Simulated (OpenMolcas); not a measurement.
## Multiconfigurational calculation on Ag2+

Ag2+ with 6 ligands (bromide) in octahedral coordination (Oh) at 2.66 Å. A charge of +0.667 e stands 2.4 Å behind each ligand. Ligand basis ANO-RCC-VDZP. With inversion symmetry the input lists one of each pair of outer charges.

Input:

```
&GATEWAY
Coord
7

Ag 0.0 0.0 0.0
Br 2.660000 0.000000 0.000000
Br 0.000000 2.660000 0.000000
Br -2.660000 0.000000 0.000000
Br 0.000000 -2.660000 0.000000
Br 0.000000 0.000000 2.660000
Br 0.000000 0.000000 -2.660000
Basis=Ag.ANO-RCC-VTZP,Br.ANO-RCC-VDZP
Group=XYZ
NoMove
AngMom=0.0 0.0 0.0
AMFI
RICD
XField
3 Angstrom 0
5.060000 0.000000 0.000000 0.666667
0.000000 5.060000 0.000000 0.666667
0.000000 0.000000 5.060000 0.666667
&SEWARD
&RASSCF
FileOrb=start.orb
Symmetry=1
Spin=2
nActEl=9 0 0
Inactive=63 63
Ras2=5 0
CIRoot=5 5 1
SDav=5
CIMx=300
Iter=150 100
PrWF=0.3
OrbListing=Nothing
MaxOrb=0
LevShft=1.0
>>> COPY $Project.JobIph JOB001
&RASSI
NrOfJobIphs=1 5
1 2 3 4 5
IphNames
JOB001
EJob
SpinOrbit
DIPRint=1.0
SOCoupling=1000.0
Subsets=2
Property=9
'ANGMOM' 1 'ANGMOM' 2 'ANGMOM' 3 'MLTPL  1' 1 'MLTPL  1' 2 'MLTPL  1' 3
'AMFI' 1 'AMFI' 2 'AMFI' 3
SOProperty=3
'ANGMOM' 1 'ANGMOM' 2 'ANGMOM' 3
```

Launched by
```bash
OMP_NUM_THREADS=1 MOLCAS_MEM=2457 MOLCAS_PROJECT=a pymolcas a.inp > a.log  # once for each step of the input, in one work folder
```

A driver script runs the steps one by one and writes start.orb anew before each from the orbitals found so far.

Output, cut to the results:

```
--- SEWARD ---
Basis set label: AG.ANO-RCC...7S6P4D2F1G.

      Electronic valence basis set:
      ------------------
      Associated Effective Charge  47.000000 au
      Associated Actual Charge     47.000000 au
      Nuclear Model: Point charge

      Shell  nPrim  nBasis  Cartesian Spherical Contaminant
         s      21       7        X
         p      18       6        X
         d      13       4                 X
         f       6       2                 X
         g       4       1                 X
                  Relativistic Douglas-Kroll-Hess integrals:
                    - DKH order of Hamiltonian: 2
                    - DKH order of Properties : 0
                  Atomic mean-field integrals
--- RASSCF ---
Wave function specifications:
      -----------------------------

      Number of closed shell electrons         252
      Number of electrons in active shells       9
      Max number of holes in RAS1 space          0
      Max nr of electrons in RAS3 space          0
      Number of inactive orbitals              126
      Number of active orbitals                  5
      Number of secondary orbitals              99
      Spin quantum number                      0.5
      State symmetry                             1
Orbital specifications:
      -----------------------

      Symmetry species                           1   2
                                                ag  au
      Frozen orbitals                            0   0
      Inactive orbitals                         63  63
      Active orbitals                            5   0
      RAS1 orbitals                              0   0
      RAS2 orbitals                              5   0
      RAS3 orbitals                              0   0
      Secondary orbitals                        49  50
      Deleted orbitals                           0   0
      Number of basis functions                117 113
      Number of CSFs                             5
      Number of root(s) required                 5
      Iter CI   SX   CI       RASSCF       Energy    max ROT     max BLB   max BLB  Level Ln srch  Step   QN
          iter iter root      energy       change     param      element    value   shift minimum  type update
 Nr of preliminary CI iterations:   1
      Total energies have been shifted. Add               -20000.00 au
        1   1   17    0  -938.93008843    0.00E+00  -5.98E-02   66  72 1  2.07E-01*  1.44   0.00    SX    NO
        2   1   17    0  -939.18438772   -2.54E-01* -5.50E-02   16  88 2 -8.30E-02*  1.29   0.00    SX    NO
        3   1   16    0  -939.25987212   -7.55E-02* -4.38E-02   16  88 2 -4.82E-02*  1.25   0.00    SX    NO
        4   1   15    0  -939.28558188   -2.57E-02* -3.27E-02   16  84 1 -3.06E-02*  1.22   0.00    SX    NO
        5   1   15    0  -939.29570202   -1.01E-02* -4.02E-02   16  84 1 -2.20E-02*  1.21   2.50    LS   YES
        6   1   14    0  -939.30213503   -6.43E-03* -2.91E-02   16  84 1 -1.11E-02*  1.19   1.46    QN   YES
        7   1   14    0  -939.30404001   -1.90E-03* -1.88E-02   55 111 1  6.40E-03*  1.18   1.70    LS   YES
        8   1   14    0  -939.30442738   -3.87E-04* -9.13E-03   22  90 2  6.74E-03*  1.17   1.09    QN   YES
        9   1   13    0  -939.30500072   -5.73E-04* -1.01E-02   16  71 2 -3.78E-03*  1.17   2.17    LS   YES
       10   1   13    0  -939.30523382   -2.33E-04* -3.62E-03   68  74 1  2.88E-03*  1.17   1.05    QN   YES
       11   1   12    0  -939.30530194   -6.81E-05* -4.04E-03   68  89 1  1.17E-03*  1.17   2.14    LS   YES
       12   1   12    0  -939.30532898   -2.70E-05*  3.36E-03    9  83 2  2.42E-03*  1.16   1.02    QN   YES
       13   1   12    0  -939.30535529   -2.63E-05*  3.44E-03   16  69 1 -7.12E-04*  1.16   1.57    QN   YES
       14   1   11    0  -939.30536780   -1.25E-05* -2.00E-03    7  81 2 -5.65E-04*  1.16   1.47    QN   YES
       15   1   10    0  -939.30537225   -4.45E-06*  9.26E-04    9  83 2 -3.52E-04*  1.16   1.49    QN   YES
       16   1    9    0  -939.30537362   -1.37E-06*  1.91E-04   58 108 2  1.40E-04*  1.16   1.31    QN   YES
       17   1    9    0  -939.30537387   -2.49E-07* -1.03E-04   16  71 2  6.61E-05   1.16   1.39    QN   YES
       18   1    8    0  -939.30537393   -6.10E-08*  6.32E-05    8  72 2 -3.25E-05   1.16   1.47    QN   YES
       19   1    7    0  -939.30537395   -1.77E-08* -5.23E-05    8  72 2 -1.59E-05   1.16   1.50    QN   YES
...
--- RASSI ---
SPIN-FREE ENERGIES:
  (Shifted by EMIN (a.u.) =     -20939.3283268834)

 SF State       Relative EMIN(au)   Rel lowest level(eV)    D:o, cm**(-1)

     1             0.0000000000        0.0000000000              0.0000
     2             0.0000000011        0.0000000295              0.0002
     3             0.0382548759        1.0409682034           8395.9748
     4             0.0382548759        1.0409682034           8395.9748
     5             0.0382548759        1.0409682034           8395.9748
     Dipole printing threshold changed to   1.00000000E+00
Eigenvalues of complex Hamiltonian:
   -----------------------------------
  (Shifted by EMIN (a.u.) =     -20939.3283268834)

 SO State       Relative EMIN(au)   Rel lowest level(eV)    D:o, cm**(-1)

     1            -0.0015960819        0.0000000000              0.0000
     2            -0.0015960819        0.0000000000              0.0000
     3            -0.0015960809        0.0000000288              0.0002
     4            -0.0015960809        0.0000000288              0.0002
     5             0.0303865453        0.8702916239           7019.3753
     6             0.0303865453        0.8702916239           7019.3753
     7             0.0437851231        1.2348854997           9960.0233
     8             0.0437851231        1.2348854989           9960.0232
     9             0.0437851231        1.2348854997           9960.0233
    10             0.0437851231        1.2348854989           9960.0232
Weights of the five most important spin-orbit-free states for each spin-orbit state.

 SO State  Total energy (au)           Spin-free states, spin, and weights
 -------------------------------------------------------------------------------------------------------
    1        -0.001596       1 0.5  0.9648    3 0.5  0.0204    4 0.5  0.0142    5 0.5  0.0006    2 0.5  0.0000
    2        -0.001596       1 0.5  0.9648    3 0.5  0.0204    4 0.5  0.0142    5 0.5  0.0006    2 0.5  0.0000
...
```

Spin-orbit levels above the lowest (labels of O, the rotations of Oh):

| E (cm-1) | Degeneracy | Label | 2S+1 | g |
| --- | --- | --- | --- | --- |
| 0.0 | 4 | Γ8 | 2 |  |
| 7019 | 2 | Γ7 | 2 | 1.96 1.96 1.96 |
| 9960 | 4 | Γ8 | 2 |  |

An orbital doublet at a regular site is open to a Jahn-Teller distortion, which this geometry leaves out. The least metal-like active orbital is 81 % on the metal (Löwdin) and no ligand orbital is active, so the numbers are rough. With metal d orbitals alone the field can be off either way by tens of per cent. Ligand-to-metal charge-transfer states are missing. The distance lies 7 % under the 2.85 Å that this model takes as the normal distance (a Shannon-type radius plus a fixed donor radius); by an R⁻⁵ law this alone changes a d-shell field by about +41 %. No measured value stands beside these numbers; the geometry was imposed, not optimised, and the real ion may take another.

The RASSCF and RASSI steps took 58 s on 1 thread of Arm Neoverse V2, on a shared host; the integral step is not counted.
